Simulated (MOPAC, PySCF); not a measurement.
[Ti(H)4], neutral singlet in the gas phase. 

Z-matrix (Å, degrees):
```
Ti
H 1 1.6917
H 1 1.6917 2 109.47
H 1 1.6917 2 109.47 3 -120.00
H 1 1.6917 2 109.47 4 -120.00
```
Charge 0, multiplicity 1.

All levels are single points at this geometry (r2SCAN-D4/def2-SVP); Pople sets use spherical d functions. Orbital energies aren't observables, and empty levels follow the basis.

| level | HOMO (eV) | LUMO (eV) | gap (eV) | dipole (D) | vertical IE, Delta-SCF (eV) |
|---|---|---|---|---|---|
| TPSSh-D3(BJ)/def2-TZVP in PySCF | -8.24 | -3.57 | 4.67 | 0.00 | – |
| B3LYP/6-311+G** (LANL2DZ on Ti) in PySCF | -8.80 | -3.43 | 5.37 | 0.00 | – |
| BP86/6-31G* (LANL2DZ on Ti) in PySCF | -7.90 | -4.71 | 3.19 | 0.00 | – |
| SVWN5/6-31G* (LANL2DZ on Ti) in PySCF | -7.76 | -4.89 | 2.87 | 0.00 | – |
| HF/STO-3G in PySCF | -10.81 | 6.15 | 16.95 | 0.00 | – |
| PM6 in MOPAC | -8.51 | -3.06 | 5.46 | 0.00 | – |
